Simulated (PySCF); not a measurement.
Rh+ (rhodium, charge +1) across methods

[Kr] 4d7 5s1, 5s spin antiparallel (an excited configuration). Computed with PySCF 2.14 in aug-cc-pVTZ-PP with ECP28MDF (6s6p5d3f2g, 88 functions), with scalar relativity through the core potential. The B2PLYP total includes its PT2 part (frozen core); its orbital energies are those of the SCF part.

```json
{"method": "LDA", "E (hartree)": "-109.5071", "mean ε 4d α (eV)": "-17.549", "mean ε 4d β (eV)": "-15.931", "mean ε 5s β (eV)": "-12.480", "Σ⟨r²⟩ (bohr²)": "38.35", "⟨S²⟩": "3.003"}
{"method": "wB97M-V", "E (hartree)": "-109.6749", "mean ε 4d α (eV)": "-21.773", "mean ε 4d β (eV)": "-20.172", "mean ε 5s β (eV)": "-14.689", "Σ⟨r²⟩ (bohr²)": "38.26", "⟨S²⟩": "3.002"}
{"method": "B2PLYP", "E (hartree)": "-109.5812", "mean ε 4d α (eV)": "-21.135", "mean ε 4d β (eV)": "-19.269", "mean ε 5s β (eV)": "-13.343", "Σ⟨r²⟩ (bohr²)": "38.40", "⟨S²⟩": "3.004"}
{"method": "r2SCAN0", "E (hartree)": "-109.7520", "mean ε 4d α (eV)": "-19.679", "mean ε 4d β (eV)": "-17.794", "mean ε 5s β (eV)": "-13.020", "Σ⟨r²⟩ (bohr²)": "38.17", "⟨S²⟩": "3.007"}
{"method": "r2SCAN", "E (hartree)": "-109.7797", "mean ε 4d α (eV)": "-17.843", "mean ε 4d β (eV)": "-16.127", "mean ε 5s β (eV)": "-12.362", "Σ⟨r²⟩ (bohr²)": "38.20", "⟨S²⟩": "3.008"}
{"method": "M06-L", "E (hartree)": "-109.8198", "mean ε 4d α (eV)": "-17.585", "mean ε 4d β (eV)": "-15.942", "mean ε 5s β (eV)": "-11.819", "Σ⟨r²⟩ (bohr²)": "37.83", "⟨S²⟩": "3.005"}
{"method": "PBE0", "E (hartree)": "-109.7397", "mean ε 4d α (eV)": "-19.324", "mean ε 4d β (eV)": "-17.674", "mean ε 5s β (eV)": "-12.778", "Σ⟨r²⟩ (bohr²)": "38.25", "⟨S²⟩": "3.004"}
{"method": "PBE", "E (hartree)": "-109.7498", "mean ε 4d α (eV)": "-17.395", "mean ε 4d β (eV)": "-15.959", "mean ε 5s β (eV)": "-12.131", "Σ⟨r²⟩ (bohr²)": "38.36", "⟨S²⟩": "3.003"}
{"method": "UHF", "E (hartree)": "-109.07773", "mean ε 4d α (eV)": "-24.392", "mean ε 4d β (eV)": "-21.981", "mean ε 5s β (eV)": "-14.023", "Σ⟨r²⟩ (bohr²)": "38.79", "⟨S²⟩": "3.008"}
```

Energies and moments cover only the electrons outside the core potential. With the s spin flipped the determinant is a mixture of two multiplicities, not a spectroscopic state.
